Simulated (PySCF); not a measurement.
Al(All)(Cl)(F) (C3H5AlClF), SMILES C=C[CH2][Al]([Cl])[F]. Atoms are numbered in the order given.

```xyz
11

Al     0.2383    -0.1520     0.4443
C     -0.0601    -1.7113    -0.6778
C     -0.2672    -0.6816    -1.7356
C      0.6653     0.2142    -2.1363
H     -0.9154    -2.3764    -0.5258
H      0.8781    -2.2749    -0.7887
H     -1.2966    -0.5286    -2.0850
H      1.7145     0.1366    -1.8254
H      0.4106     1.0218    -2.8255
Cl    -1.3033     0.9898     1.2902
F      1.8042     0.2493     0.8488
```
Charge 0, spin multiplicity 1.

Geometry: PBE0-D3(BJ)/def2-SVP. The structure was generated by enumeration; whether it is a known compound was not checked. One conformer was computed; it need not be the lowest.

Calculation: B3LYP/def2-TZVP (PySCF).

Gas-phase values at a fixed geometry.

* **total energy**: -920.08569 hartree
* **highest occupied level**: -7.19 eV
* **lowest empty level**: -1.41 eV
* **orbital gap**: 5.78 eV
* **dipole moment**: 2.82 D
* **quadrupole, principal values (traceless, Buckingham form, about the centre of nuclear charge)**: -4.66, -2.55, 7.21 D·Å
* **mean static polarisability**: 69.2 bohr³ (10.26 Å³)
* **polarisability, principal values**: 61.6, 67.2, 78.8 bohr³
